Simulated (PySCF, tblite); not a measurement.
Species: C4H10BNO.
Geometry (GFN2-xTB, Å), atoms numbered from 1 in this order:
```xyz
17
C4H10BNO angstrom
C      3.068    0.862    0.250
C      1.930    0.389   -0.476
N      1.022    0.007   -1.066
B     -0.250   -0.470   -1.622
C     -1.390    0.151   -0.607
O     -1.077   -0.139    0.753
C     -2.053    0.317    1.645
H      2.850    0.827    1.317
H      3.292    1.890   -0.038
H      3.933    0.233    0.038
H     -0.197   -1.657   -1.590
H     -0.353   -0.023   -2.721
H     -2.373   -0.277   -0.853
H     -1.481    1.244   -0.720
H     -1.731    0.035    2.647
H     -2.166    1.410    1.594
H     -3.032   -0.138    1.440
```

Jobs on this species (17 atoms, 54 electrons) with PySCF (density fitting) and tblite. Hardware of each: one thread of an AMD EPYC (shared host). Other jobs ran on the host; a repeat could differ by tens of per cent or more.

```csv
level and settings,work,basis functions,SCF cycles,wall time
GFN2-xTB,Hessian by finite differences,–,–,?
PBE0/pcSseg-1,"shieldings, charges and field gradients",169,14,56 s
GFN2-xTB,L-BFGS relaxation,–,–,2.6 s
```

Question: Fill in the missing figures.

Answer: 
- GFN2-xTB; Hessian by finite differences: 1.7 s

Question: What do all jobs in the table cost together?

Answer: About 60 s; the longest takes about 93 % of that, and about 33 times as long as the shortest.
